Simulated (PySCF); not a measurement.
NMR data simulated for an unnamed compound:

1H NMR (500 MHz, computed): δ 7.78 (ddd, J = 8.6, 2.5, 1.2 Hz, 1H), 7.75 (m, 1H), 7.69 (m, 1H), 7.65 (m, 1H).

13C{1H} NMR (computed): δ 167.6 (C, d, J = 320.0 Hz), 137.8 (CH, d, J = 5.5 Hz), 137.5 (CH), 129.2 (CH, d, J = 21.6 Hz), 128.0 (CH, d, J = 18.8 Hz), 123.1 (C), 122.4 (C, d, J = 6.0 Hz).

Computed data (PySCF): shielding tensors at HF/pcSseg-1 (GIAO), PBE0-D3(BJ)/def2-SVP structure, J couplings at B3LYP/pcJ-1 (spin–dipole term only in couplings to heteroatoms). No solvent, one conformer, no relativistic terms.

Shifts are taken against calculated references (same method and geometry level): TMS for 1H (31.69 ppm), 13C (190.85 ppm).

Which of these does the molecule contain: a benzene ring, a nitrile, a methoxy group, a Si–H bond, an N-methyl group?

Answers


- A benzene ring: yes.
- A nitrile: yes (δC 123.1).
- A methoxy group: no.
- A Si–H bond: no.
- An N-methyl group: no.

The data belong to `C1=CC=C(C#N)C=C1F`, C$_{7}$H$_{4}$FN; they needn't prove each group on their own.

Carbon signals by region: 1 in the far downfield region (above 160 ppm), 6 in the sp2 and nitrile region (100–160 ppm). Above 160 ppm: 167.6, aromatic carbon bearing fluorine.

C–F couplings over four or more bonds (about 3 Hz to the para carbon of a fluoroarene) are left out. Common functionals overestimate the size of one-bond C–F couplings by tens of Hz; these are unscaled. Multiplet labels drop couplings under 1 Hz and merge nearly equal ones. Unscaled 3J(H,H) at this level run about 10 % above measured values. Shifts are as computed. Against solution values, carbons near 30 ppm lie about -0 ppm off and those near 130 ppm about +7 ppm. Of 1211 compounds with measured shifts, 218 miss one by over three times the rms of a fit or turn the order of signals round; such compounds aren't used in these exercises.
